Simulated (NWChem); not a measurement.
System: SnSi$_{2}$H$_{8}$; SMILES [SnH2]([SiH3])[SiH3]

NWChem input:

```
start job
memory heap 200 mb stack 900 mb global 1100 mb
geometry units angstroms noautoz
  Sn    -0.722772    -0.005612     0.191426
  Si     0.696733    -2.117966    -0.185360
  Si     0.714045     2.122350     0.029402
  H     -1.977713     0.058522    -0.978682
  H     -1.464426    -0.080741     1.738104
  H      1.779315    -2.196743     0.842857
  H     -0.145721    -3.349374    -0.089445
  H      1.329045    -2.074421    -1.539527
  H      1.346992     2.210247    -1.322278
  H     -0.118583     3.344520     0.249086
  H      1.796339     2.088272     1.060346
end
basis spherical
  Sn library def2-svp
  Si library def2-svp
  H library def2-svp
end
ecp
  Sn library def2-ecp
end
dft
  xc xpbe96 cpbe96
  iterations 150
end
tddft
  nroots 8
  notriplet
end
task tddft energy
```

All runs use the structure optimised with PBE0/def2-SVP. No frequency run checked for a minimum. def2 effective core potentials on Sn; no spin-orbit coupling.

Vertical excitations in the gas phase.

**Question.** What results follow from this input? (PBE/def2-SVP with def2 effective core potentials on Sn, full TDDFT.) Quantities: lowest excitation, singlet (eV); oscillator strength of that lowest state; lowest state with f > 0.02, singlet (eV); orbital gap (eV).

**Answer.** 
```json
{
 "lowest excitation, singlet (eV)": "6.23",
 "oscillator_strength_of_that_lowest_state": "0.000",
 "lowest state with f > 0.02, singlet (eV)": "6.35",
 "orbital gap (eV)": "5.71"
}
```
